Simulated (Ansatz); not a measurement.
H$_{6}$N$_{3}$STa (`[NH2][Ta]([NH2])([NH2])=[S]`), relaxed with RKS PBE-D4/def2-SVP in Ansatz from a rough embedded geometry. The force threshold is 0.03 eV/Å; the program also tests the step.

The species carries charge 0 and has multiplicity 1. Ta takes the def2 core potential.

Start:

```xyz
11

N     0.217   -1.527    1.088
Ta    0.513    0.358    0.127
N     0.623    0.005   -2.032
N    -1.158    1.771    0.568
S     2.308    1.255    0.820
H    -0.723   -1.507    1.627
H     0.131   -2.262    0.389
H     1.459   -0.570   -2.187
H    -0.171   -0.499   -2.308
H    -1.175    1.813    1.603
H    -2.024    1.163    0.305
```

(1) How much energy does the relaxation release, and in how many steps? (An estimate is asked.)

(2) Which bonds change most? (Best estimate.)

(3) Give the relaxed structure. (Estimate.)

Results:

(1) Computed: 206.83 kJ/mol, in 19 steps, 3 of them rejected.

(2) Computed: Ta2–N4 from 2.232 to 1.992 Å; Ta2–N3 from 2.190 to 1.992 Å; N1–Ta2 from 2.136 to 1.992 Å; Ta2–S5 from 2.123 to 2.199 Å.

(3) Computed: 
```xyz
11

N    -0.048   -1.575    1.036
Ta    0.365    0.175    0.179
N     0.629   -0.112   -1.774
N    -1.182    1.400    0.444
S     2.179    1.042    1.068
H     0.300   -1.872    1.955
H    -0.437   -2.387    0.543
H     1.542   -0.183   -2.235
H    -0.100    0.015   -2.485
H    -1.105    2.405    0.638
H    -2.143    1.092    0.631
```
